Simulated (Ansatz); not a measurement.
All numbers were calculated with Ansatz.

Basis-set series for ClFGeH7NSi2 (`[F][GeH]([Cl])[N]([SiH3])[SiH3]`). Total charge 0; spin multiplicity 1. Geometry: relaxed with PBE0-D4/def2-TZVP. It is one conformer, not always the lowest.

```tsv
functional	basis	functions	energy (Eh)	HOMO (eV)	LUMO (eV)
PBE0-D4	def2-SVP	149	-3273.60095	-8.01	-0.31
PBE0-D4	def2-QZVPP	623	-3274.51173	-8.11	-0.71
ωB97M-V	def2-SVP	149	-3274.17520	-10.20	1.68
ωB97M-V	def2-QZVPP	623	-3275.08544	-10.35	1.04
```

(1) Give the rows for def2-TZVPP. (Estimate.)

Answers

(1) The calculation gave: 
```json
{"functional": "PBE0-D4", "basis": "def2-TZVPP", "functions": "334", "energy (Eh)": "-3274.42359", "HOMO (eV)": "-8.09", "LUMO (eV)": "-0.63"}
{"functional": "ωB97M-V", "basis": "def2-TZVPP", "functions": "334", "energy (Eh)": "-3275.00161", "HOMO (eV)": "-10.33", "LUMO (eV)": "1.20"}
```

Positive LUMOs are unbound and depend on the basis. Scalar relativity is left out up to krypton.
